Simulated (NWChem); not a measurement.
System: CH5BO2; SMILES B(O)(O)C

Input file for NWChem:

```
start job
memory heap 200 mb stack 900 mb global 1100 mb
geometry units angstroms noautosym nocenter noautoz
  B     -0.003415     0.114827     0.000434
  C     -0.071503    -1.470794     0.002761
  H      0.439264    -1.883781    -0.883531
  H     -1.094030    -1.878311     0.009657
  H      0.450448    -1.882167     0.883235
  O     -1.108177     0.910396    -0.001051
  H     -1.922756     0.403116    -0.000876
  O      1.184692     0.782751    -0.000333
  H      1.940510     0.191134     0.001075
end
basis spherical
  * library def2-svpd
end
dft
  xc xpbe96 cpbe96
  iterations 150
end
property
  response 1 0.0
end
task dft property
```

Parts of the log:

```
             Northwest Computational Chemistry Package (NWChem) 7.3.0
             --------------------------------------------------------

                             Geometry "geometry" -> ""
                             -------------------------

 Output coordinates in angstroms (scale by  1.889725989 to convert to a.u.)

  No.       Tag          Charge          X              Y              Z
 ---- ---------------- ---------- -------------- -------------- --------------
    1 B                    5.0000    -0.00341500     0.11482700     0.00043400
    2 C                    6.0000    -0.07150300    -1.47079400     0.00276100
    3 H                    1.0000     0.43926400    -1.88378100    -0.88353100
    4 H                    1.0000    -1.09403000    -1.87831100     0.00965700
    5 H                    1.0000     0.45044800    -1.88216700     0.88323500
    6 O                    8.0000    -1.10817700     0.91039600    -0.00105100
    7 H                    1.0000    -1.92275600     0.40311600    -0.00087600
    8 O                    8.0000     1.18469200     0.78275100    -0.00033300
    9 H                    1.0000     1.94051000     0.19113400     0.00107500

 Effective nuclear repulsion energy (a.u.)     114.5957148351

  pbe96 is a nonlocal functional; adding pw91lda local functional.
                              NWChem Property Module
                              ----------------------

                                 NWChem DFT Module
                                 -----------------

 Summary of "ao basis" -> "ao basis" (spherical)
 ------------------------------------------------------------------------------
       Tag                 Description            Shells   Functions and Types
 ---------------- ------------------------------  ------  ---------------------
 B                         def2-svpd                 8       20   4s2p2d
 C                         def2-svpd                 8       20   4s2p2d
 H                         def2-svpd                 4        8   2s2p
 O                         def2-svpd                 9       23   4s3p2d

            General Information
            -------------------
          SCF calculation type: DFT
          Wavefunction type:  closed shell.
          No. of atoms     :     9
          No. of electrons :    32
           Alpha electrons :    16
            Beta electrons :    16
          Charge           :     0
          Spin multiplicity:     1
          Use of symmetry is: off; symmetry adaption is: off
          Maximum number of iterations: 150
          AO basis - number of functions:   126
                     number of shells:    54
          Convergence on energy requested:  1.00D-06
          Convergence on density requested:  1.00D-05
          Convergence on gradient requested:  5.00D-04

              XC Information
              --------------
          PerdewBurkeErnzerhof Exchange Functional  1.000
            Perdew 1991 LDA Correlation Functional  1.000 local
           PerdewBurkeErnz. Correlation Functional  1.000 non-local

             Grid Information
             ----------------
          Grid used for XC integration:  medium
          Radial quadrature: Mura-Knowles
          Angular quadrature: Lebedev.
          Tag              B.-S. Rad. Rad. Pts. Rad. Cut. Ang. Pts.
          ---              ---------- --------- --------- ---------
          B                   0.85       49           9.0       434
          C                   0.70       49          10.0       434
          H                   0.35       45          11.0       434
          O                   0.60       49          10.0       434
          Grid pruning is: on
          Number of quadrature shells:   421
          Spatial weights used:  Erf1

      Superposition of Atomic Density Guess
      -------------------------------------

 Sum of atomic energies:        -214.01416447

      Non-variational initial energy
      ------------------------------

 Total energy =    -215.956794
 1-e energy   =    -517.520413
 2-e energy   =     186.967903
 HOMO         =      -0.418953
 LUMO         =       0.019973

   convergence    iter        energy       DeltaE   RMS-Dens  Diis-err
 ---------------- ----- ----------------- --------- --------- ---------
 d= 0,ls=0.0,diis     1   -216.0260251548 -3.31D+02  1.55D-02  9.05D-01
 d= 0,ls=0.0,diis     2   -215.8399951540  1.86D-01  7.88D-03  2.97D+00
 d= 0,ls=0.0,diis     3   -216.1253218972 -2.85D-01  1.29D-03  4.92D-02
 d= 0,ls=0.0,diis     4   -216.1291359068 -3.81D-03  5.73D-04  7.73D-03
 d= 0,ls=0.0,diis     5   -216.1300060726 -8.70D-04  1.43D-04  6.46D-04
  Resetting Diis
 d= 0,ls=0.0,diis     6   -216.1300866192 -8.05D-05  3.07D-05  2.05D-05
 d= 0,ls=0.0,diis     7   -216.1300876409 -1.02D-06  4.11D-05  1.05D-05
 d= 0,ls=0.0,diis     8   -216.1300836429  4.00D-06  2.85D-05  5.23D-05
 d= 0,ls=0.0,diis     9   -216.1300886464 -5.00D-06  1.76D-06  8.60D-08
 d= 0,ls=0.0,diis    10   -216.1300886559 -9.53D-09  4.31D-07  5.34D-09

         Total DFT energy =     -216.130088655949
      One electron energy =     -521.711869994276
           Coulomb energy =      219.266948687883
    Exchange-Corr. energy =      -28.280882184673
 Nuclear repulsion energy =      114.595714835117

 Numeric. integr. density =       32.000002199231

[...]

 DFT Linear Response polarizability / au
 Frequency  =       0.0000000 / au
              X              Y              Z
 -----------------------------------------------
 X      41.9250980     -0.3445327      0.0040782
 Y      -0.3445595     40.9186170     -0.0101615
 Z       0.0040784     -0.0101621     31.4067200
 -----------------------------------------------
 Eigenvalues =      42.0317421     40.8119851     31.4067079
 Isotropic   =      38.0834783
 Anisotropic =      10.0707100
 -----------------------------------------------

 Magnetic Dipole Response Matrix (nonzero elements):

 Exiting AOResponse driver routine
```

Level: PBE/def2-SVPD. All runs use the structure optimised with PBE0/def2-SVP.
